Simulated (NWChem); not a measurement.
# C₂H₃BFN; SMILES C#CB(N)F

```xyz
8

C      0.0359     2.2894     0.0000
C      0.0443     1.0734     0.0000
B      0.0389    -0.4683     0.0000
N     -1.1528    -1.1919     0.0000
F      1.2026    -1.1305     0.0000
H      0.0375     3.3648     0.0000
H     -2.0603    -0.7490     0.0000
H     -1.1696    -2.2035     0.0000
```
Atoms are numbered in this order, from 1.

Computed with NWChem. Pople sets run with spherical d functions. All runs use the structure optimised with PBE0/def2-SVP. Atomic charges in e: unrestrained fits to the electrostatic potential beside Mulliken populations; buried atoms are poorly determined by the fit.

Task: Predict the results for Hartree-Fock/6-31G*. Quantities: ESP C1; Mulliken C1; ESP C2; Mulliken C2; ESP B3; Mulliken B3; ESP N4; Mulliken N4; ESP F5; Mulliken F5; relative RMS misfit of the potential (%).

Result: 
| Quantity | Value |
|---|---|
| ESP C1 | -0.26 |
| Mulliken C1 | -0.29 |
| ESP C2 | -0.33 |
| Mulliken C2 | -0.21 |
| ESP B3 | 0.98 |
| Mulliken B3 | 0.79 |
| ESP N4 | -1.11 |
| Mulliken N4 | -0.95 |
| ESP F5 | -0.39 |
| Mulliken F5 | -0.40 |
| relative RMS misfit of the potential (%) | 21 |
